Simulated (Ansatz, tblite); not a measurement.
Cost and result up the ladder for Ga6As6H18, a cluster cut from wurtzite GaAs (hydrogen-capped) (30 atoms). Charge 0, multiplicity 1. Geometry: PBE-D4/def2-SVP.

```xyz
30

As   -2.371    1.689   -0.088
Ga   -1.626    0.733    2.115
Ga   -2.291   -2.312   -0.520
As   -1.151   -1.613    1.612
As    0.644    1.811    2.187
Ga    1.243   -2.168    2.151
Ga   -1.125    1.212   -2.219
As   -0.719   -1.199   -2.138
As    1.077    2.221   -1.543
Ga    2.377    1.349    0.424
Ga    1.747   -1.686   -2.228
As    2.311   -1.081    0.148
H    -3.815    1.262   -0.302
H    -2.619    3.190    0.050
H    -2.541    1.222    3.302
H    -3.671   -1.530   -0.592
H    -2.148   -3.875   -0.678
H    -1.969   -2.264    2.728
H     0.502    3.317    2.397
H     1.265    1.475    3.534
H     1.650   -1.306    3.420
H     1.437   -3.729    2.038
H    -1.760    1.968   -3.448
H    -1.247   -1.574   -3.524
H     0.950    3.741   -1.454
H     1.994    2.163   -2.756
H     3.693    2.181    0.668
H     1.947   -3.240   -2.412
H     2.410   -0.584   -3.160
H     3.805   -1.374    0.287
```

Ansatz on 2 threads of AMD EPYC 7R13 on a shared host and a share (18 GiB) of an NVIDIA H100 80GB HBM3; xTB runs through tblite on one thread. Times are rough, summed over both states, and most runs start from the orbitals of an earlier one. PBE0-D4/def2-TZVP serves as the yardstick here, not as an exact answer. The other state is a doublet.

The xTB rows come from tblite. Single mean-field runs in def2-TZVP are fitted with def2-universal-jkfit.

Run but left out: PBE-D4/def2-TZVP (charge +1 doublet: an occupied level 0.07 eV above an empty one).

Raw xTB energies of ions are shifted by several eV.

```
                          level  functions  wall time
                       GFN2-xTB        126      0.2 s
                       GFN1-xTB        144     0.28 s
                   HF/def2-TZVP        684       30 s
PBE0-D4/def2-TZVP (with forces)        684       56 s
```

(1) Estimate what each level gives for the vertical IE (eV).

## Answers

(1) 
| level | vertical IE (eV) | difference from PBE0-D4/def2-TZVP (eV) |
| --- | --- | --- |
| GFN2-xTB | 12.19 | 3.81 |
| GFN1-xTB | 12.30 | 3.93 |
| HF/def2-TZVP | 8.00 | -0.37 |
| PBE0-D4/def2-TZVP (with forces) | 8.38 | 0.00 |
